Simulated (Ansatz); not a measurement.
Consider the formal exchange of groups at a C–Cl bond: `OC(F)Cl` + `N[SiH3]` → `N[SiH2]C(O)F` + HCl.

Program: Ansatz. Geometries: PBE0-D4/def2-TZVP. ΔE: electronic, gas phase. CCSD(T)/CBS adds triple-zeta CCSD(T) − MP2 to the extrapolated MP2 energy (def2 sets, frozen cores). This one scheme is used for every species. Functionals use def2-TZVPP. B3LYP here is the variant with VWN-RPA as its local correlation; programs differ in this. Each species was taken in one conformer, which may not be the lowest.

`OC(F)Cl`:

Z-matrix (Å, degrees):
```
C
F 1 1.357
Cl 1 1.794 2 106.8
O 1 1.346 2 111.5 3 -123.2
H 1 1.088 2 109.3 3 116.1
H 4 0.965 1 109.3 2 64.5
```

`N[SiH3]`:

```xyz
7

N    -0.658    0.102   -0.833
Si    0.408   -0.171    0.488
H    -0.325    0.590   -1.649
H    -1.624    0.325   -0.656
H     1.668   -0.744   -0.053
H     0.776    1.033    1.291
H    -0.246   -1.134    1.411
```

`N[SiH2]C(O)F`:

```xyz
11

N     0.755    0.178   -1.334
Si    0.848    0.026    0.387
C    -0.976   -0.236    0.887
O    -1.789    0.579    0.139
F    -1.280   -1.586    0.627
H     0.695   -0.653   -1.901
H     1.313    0.879   -1.795
H     1.351    1.321    0.912
H     1.688   -1.098    0.878
H    -1.221   -0.072    1.940
H    -1.386    0.663   -0.739
```

HCl:

Z-matrix (Å, degrees):
```
Cl
H 1 1.279
```

| level | ΔE (kJ/mol) |
| --- | --- |
| PBE-D4 | -28.4 |
| B3LYP-D4 | -28.8 |
| ωB97M-V | -29.1 |
| PBE | -24.5 |
| HF/def2-TZVPP | -11.9 |
| CCSD(T)/def2-TZVPP | -29.7 |
| MP2/CBS(def2) | -29.8 |
| CCSD/CBS(def2) | -30.8 |

Q: What does CCSD(T)/CBS give? (Estimate.)

A: Ansatz gave: -31.3 kJ/mol. The listed levels differ from it by 2.9, 2.5, 2.2, 6.8, 19.4, 1.6, 1.5, 0.5 kJ/mol.

Largest T1 diagnostic among the species: 0.012.

In def2-TZVPP, CCSD(T) changes the Hartree–Fock value by −17.8 kJ/mol (the triples alone add −0.5 kJ/mol) and MP2 by −16.3 kJ/mol. The D4 term adds −5.9 kJ/mol with B3LYP and −3.4 kJ/mol with PBE0; it sums over pairs of atoms, weighted by their polarisabilities, and B3LYP, whose exchange is more repulsive, gets the larger term.
